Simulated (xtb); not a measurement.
Job for xtb: GFN-FF on CH3Cl3Si (SMILES C[Si](Cl)(Cl)Cl).

```
$ xtb mol.xyz --gfnff --sp --chrg 0 --uhf 0
8

C     -1.03283841    -0.20128603     0.03589494
Si     0.77747846     0.15152979    -0.02701521
Cl     1.69018360    -1.01749016    -1.44217394
Cl     1.11189028     2.11781413    -0.50050590
Cl     1.64952312    -0.23274636     1.78796961
H     -1.20014506    -1.24907488     0.28833605
H     -1.50895514     0.42515462     0.79118343
H     -1.48723687     0.00609888    -0.93368898
```

The log:

```
[...]
           -------------------------------------------------
          |                Calculation Setup                |
           -------------------------------------------------



          ==================== Thresholds ====================
          CN  :   150.00000
          rep :   500.00000
          disp:  2500.00000
          HB1 :   250.00000
          HB2 :   450.00000

          Pauling EN used:
          Z : 1  EN :  2.20
          Z : 6  EN :  2.55
          Z :14  EN :  1.90
          Z :17  EN :  3.16
          electric field strengths (au): 0.000

           -------------------------------------------------
          |           Force Field Initialization            |
           -------------------------------------------------

          distances ...
          ----------------------------------------
          generating topology and atomic info file ...
          pair mat ...
          computing topology distances matrix with Floyd-Warshall algo ...
          making topology EEQ charges ...
          #fragments for EEQ constrain: 1
          ----------------------------------------
          generating topology and atomic info file ...
          pair mat ...
          computing topology distances matrix with Floyd-Warshall algo ...
          making topology EEQ charges ...
          #fragments for EEQ constrain: 1
          rings ...
          # BATM   18
          # H in HB   3

  atom   neighbors  erfCN metchar sp-hybrid imet pi  qest     coordinates
    1  C       4    3.48   0.00         3    0    0  -0.088   -1.951782   -0.380375    0.067832
    2  Si      4    3.49   0.01         3    0    0   0.263    1.469221    0.286350   -0.051051
    3  Cl      1    0.98   0.00         0    0    0  -0.127    3.193984   -1.922778   -2.725314
    4  Cl      1    0.98   0.00         0    0    0  -0.127    2.101168    4.002089   -0.945819
    5  Cl      1    0.98   0.00         0    0    0  -0.127    3.117147   -0.439827    3.378773
    6  H       1    0.97   0.00         0    0    0   0.069   -2.267945   -2.360409    0.544876
    7  H       1    0.97   0.00         0    0    0   0.069   -2.851512    0.803426    1.495120
    8  H       1    0.97   0.00         0    0    0   0.069   -2.810470    0.011525   -1.764416

          #atoms :   8
          #bonds :   7
          #angl  :   12
          #tors  :   9
          #nmol  :   1
          #optfrag :   1
           -------------------------------------------------
          |                   G F N - F F                   |
          |          A general generic force-field          |
          |                  Version 1.0.3                  |
           -------------------------------------------------
          Number of HB bonds (bound hydrogen)     108
          Number of HB bonds (unbound hydrogen)   0
          Number of XB bonds                      0

 E+G (total)                   0 d,  0 h,  0 min,  0.000 sec
 distance/D3 list               ...        0 min,  0.000 sec (  0.862%)
 non bonded repulsion           ...        0 min,  0.000 sec ( 19.172%)
 dCN                            ...        0 min,  0.000 sec (  3.231%)
 EEQ energy and q               ...        0 min,  0.000 sec ( 13.217%)
 D3                             ...        0 min,  0.000 sec ( 13.095%)
 EEQ gradient                   ...        0 min,  0.000 sec (  7.101%)
 bonds                          ...        0 min,  0.000 sec (  7.022%)
 bend and torsion               ...        0 min,  0.000 sec ( 13.372%)
 bonded ATM                     ...        0 min,  0.000 sec (  4.001%)
 HB/XB (incl list setup)        ...        0 min,  0.000 sec ( 13.216%)
Note: The following floating-point exceptions are signalling: IEEE_UNDERFLOW_FLAG IEEE_DENORMAL
normal termination of xtb

         :::::::::::::::::::::::::::::::::::::::::::::::::::::
         ::                     SUMMARY                     ::
         :::::::::::::::::::::::::::::::::::::::::::::::::::::
         :: total energy              -0.734628469088 Eh    ::
         :: gradient norm              0.021914989004 Eh/a0 ::
         ::.................................................::
         :: bond energy               -0.767811203804 Eh    ::
         :: angle energy               0.012980278792 Eh    ::
         :: torsion energy             0.000000000000 Eh    ::
         :: repulsion energy           0.045329321952 Eh    ::
         :: electrostat energy        -0.019274776242 Eh    ::
         :: dispersion energy         -0.005757946853 Eh    ::
         :: HB energy                  0.000000000000 Eh    ::
         :: XB energy                  0.000000000000 Eh    ::
         :: bonded atm energy         -0.000094142933 Eh    ::
         :: external energy            0.000000000000 Eh    ::
         :: add. restraining           0.000000000000 Eh    ::
         :: total charge              -0.000000000000 e     ::
         :::::::::::::::::::::::::::::::::::::::::::::::::::::

           -------------------------------------------------
          |                Property Printout                |
           -------------------------------------------------

molecular dipole:
                 x           y           z       tot (Debye)
 q only:       -1.112      -0.217       0.039       2.882

           -------------------------------------------------
          | TOTAL ENERGY               -0.734628469088 Eh   |
          | GRADIENT NORM               0.021914989004 Eh/α |
           -------------------------------------------------
########################################################################
[WARNING] Runtime exception occurred
-1- gfnff_setup: Could not read topology file.
########################################################################

------------------------------------------------------------------------
------------------------------------------------------------------------
 total:
 SCF:
```

The run finished.

Cost: around 0.05 core-seconds (rough).
